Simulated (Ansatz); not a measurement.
One change: `[SiH3]NCS` becomes `OCN[SiH3]`.

Ansatz, PBE0-D4/def2-TZVP geometries, multiplicity 1. Each molecule was computed in one conformer, which needn't be the lowest.

```
                                      property  `[SiH3]NCS`
            LUMO energy (PBE0/def2-TZVPP) / eV         0.05
           HOMO–LUMO gap (PBE/def2-TZVPP) / eV         4.69
            HOMO energy (PBE0/def2-TZVPP) / eV        -6.80
         HOMO energy (ωB97M-V/def2-TZVPP) / eV        -9.06
             HOMO energy (PBE/def2-TZVPP) / eV        -5.53
size of the dipole moment (PBE/def2-TZVPP) / D         1.54
```

Give the same properties after the change, and the shifts. (An estimate is asked.)

Ansatz gave: 
| property | `OCN[SiH3]` | shift |
| --- | --- | --- |
| LUMO energy (PBE0/def2-TZVPP) / eV | 0.34 | 0.29 |
| HOMO–LUMO gap (PBE/def2-TZVPP) / eV | 5.36 | 0.67 |
| HOMO energy (PBE0/def2-TZVPP) / eV | -7.25 | -0.45 |
| HOMO energy (ωB97M-V/def2-TZVPP) / eV | -9.59 | -0.53 |
| HOMO energy (PBE/def2-TZVPP) / eV | -5.85 | -0.32 |
| size of the dipole moment (PBE/def2-TZVPP) / D | 0.75 | -0.79 |

With PBE0 the HOMO falls by 0.45 eV and the LUMO rises by 0.29 eV, so the gap widens by about 0.74 eV. PBE moves the HOMO by -0.32 eV and ωB97M-V by -0.53 eV. Dipoles are sizes alone; their direction can turn.
